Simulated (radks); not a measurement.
Question: Ionisation ladder of barium, from Ba35+ to Ba40+. Each ion is in the ground configuration listed by NIST, and IE = E(next ion) - E(this ion). All-electron calculation, Dirac Kohn-Sham, BLYP, spin-unpolarised, spherical densities, finite nucleus; open shells fill j = l - 1/2 first; Fermi nuclear charge, rms radius 4.8378 fm. Program: a radial shooting solver on a logarithmic mesh with Libxc functionals.

| species | configuration | IE, Delta-SCF (eV) | <r> HOMO (bohr) |
|---|---|---|---|
| Ba35+ | [Ar] 3d3 | 2351.6 | 0.237 |
| Ba36+ | [Ar] 3d2 | ? | 0.234 |
| Ba37+ | [Ar] 3d1 | ? | 0.232 |
| Ba38+ | [Ar] | 2820.2 | 0.264 |
| Ba39+ | [Ne] 3s2 3p5 | ? | 0.262 |
| Ba40+ | [Ne] 3s2 3p4 | 2996.3 | 0.260 |

Estimate the withheld Delta-SCF values.

Answer: Ba36+: 2449.3 eV (NIST 2452); Ba37+: 2548.3 eV (NIST 2547); Ba39+: 2908.0 eV (NIST 2901).

Beside tabulated values, note that spin-unpolarised runs miss the spin-polarisation part of the exchange energy of open shells.
